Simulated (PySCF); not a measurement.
**Peak assignment**

Geometry (Å), atoms numbered from 1 in this order:
```xyz
21

C     2.754    0.926    0.955
B     1.604    0.151    0.228
C     1.880   -0.640   -1.093
Si   -0.239    0.103    1.084
N    -1.506   -0.276   -0.063
C    -1.664    0.547   -1.234
C    -2.726   -0.919    0.353
H     2.653    1.964    0.573
H     3.772    0.595    0.693
H     2.655    1.006    2.048
H     1.006   -0.829   -1.732
H     2.207   -1.636   -0.725
H     2.720   -0.252   -1.691
H    -0.502    1.374    1.861
H    -0.262   -1.000    2.105
H    -0.696    0.969   -1.549
H    -2.054   -0.044   -2.084
H    -2.361    1.399   -1.082
H    -3.137   -1.543   -0.463
H    -3.523   -0.203    0.647
H    -2.540   -1.580    1.213
```

[PySCF: geometry from PBE0-D3(BJ)/def2-SVP; shielding tensors at KT2/pcSseg-1 (GIAO); one conformer; non-relativistic Hamiltonian; one averaged value for each set of equivalent atoms; isolated molecule]

References, each an isolated molecule treated in the same way: 13C (183.22 ppm), 1H (31.18 ppm) against TMS.

Question: Assign these signals to the numbered atoms. 13C{1H} NMR (computed): δ 43.8 (CH3), 22.7 (CH3).

Answer: 
| δ (ppm) | atoms | environment | reason |
| --- | --- | --- | --- |
| 43.8 | C6/C7 | methyl carbon bonded to N | pulled downfield by the heteroatom |
| 22.7 | C1/C3 | methyl carbon bonded to B | – |

Question: Assign these signals to the numbered atoms. 1H NMR (500 MHz, computed): δ 4.87 (s, 2H), 2.61 (s, 6H), 1.37 (s, 6H).

Answer: 
4.87 → H14/H15, hydrogen on a silicon bonded to B, N
2.61 → H16/H17/H18/H19/H20/H21, hydrogen on a methyl carbon bonded to N: its carbon carries N, an electronegative neighbour
1.37 → H8/H9/H10/H11/H12/H13, hydrogen on a methyl carbon bonded to B

A carbon bonded to boron is broadened by the quadrupolar boron nucleus and is often missing from a measured spectrum. Shifts are as computed. Against solution values, carbons near 30 ppm lie about +2 ppm off and those near 130 ppm about -5 ppm. Of 1211 compounds with measured shifts, 218 miss one by over three times the rms of a fit or turn the order of signals round; such compounds aren't used in these exercises. Multiplicities follow the n + 1 count of equivalent neighbours, as no J values were calculated; m marks all less simple cases, F and P coupling included.
